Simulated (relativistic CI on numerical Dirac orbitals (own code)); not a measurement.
# What each ingredient does to the levels of Bi43+

Base calculation: Dirac-Coulomb-Breit CI, KLI orbitals optimised for each configuration, model QED, unscaled Slater integrals.

CI space (outside the closed core [Ar] 3d10): 4s2.4p6.4d4, 4s2.4p6.4d3.4f, 4s2.4p5.4d5, 4s.4p6.4d5, 4s2.4p5.4d4.4f, 4s.4p6.4d4.4f, 4s2.4p6.4d3.5s, 4s2.4p6.4d2.4f.5s, 4s2.4p6.4d3.5p, 4s2.4p6.4d3.5d, 4s2.4p5.4d4.5s, 4p6.4d5.4f, 4s2.4p6.4d3.5f, 4s.4p6.4d3.4f.5s, 4s2.4p6.4d2.5s.5p, 4s2.4p6.4d3.6s, 4s2.4p6.4d3.6p, 4p6.4d5.5p, 4p6.4d6, 4p5.4d7, 4p5.4d6.4f, 4s2.4p6.4d2.5s2, 4s2.4p6.4d.4f.5s2, 4s2.4p5.4d2.4f.5s2, 4s.4p6.4d2.4f.5s2. Double excitations out of closed p, d and f shells are left out; levels of such configurations are missing from the list, as are those of other unlisted configurations, and high levels can miss mixing partners. These lack a partner that the ground configuration has and come out too high: 4s2.4p5.4d4.5s.

Variants: (1) configuration mixing switched off. Shifts of the energy above 4s2.4p6.4d4 3P_0, in cm⁻¹, for the lowest level and the first level of each name with at least 55 % of one term (blank where a level changes its place among those of its configuration and J or its character, or is not in the variant):

```tsv
Level	Base	Δ(1)
4s2.4p6.4d4 3P_0	0	0
4s2.4p6.4d4 5D_1	232717	+1716
4s2.4p6.4d4 5D_0	502626	+2702
4s2.4p6.4d4 3H_5	536333	+6271
4s2.4p6.4d4 3G_5	815667	+6150
4s2.4p6.4d4 1S_0	887195	+6964
4s2.4p6.4d4 3P_1	916708	+792
4s2.4p6.4d4 1G_4	921764	+830
```

At this charge energies of transitions that change n are usually good to better than 1 %, and those within a shell (Δn = 0) to a few per cent.

Ionisation energy from the two ground configurations alone: base 2189.74 eV. The NIST ASD value (theoretical) is 2190 eV.

LS names give the leading component of a level, which can be under half, so a name can repeat, a term be missing and a line seem to break the LS rules.
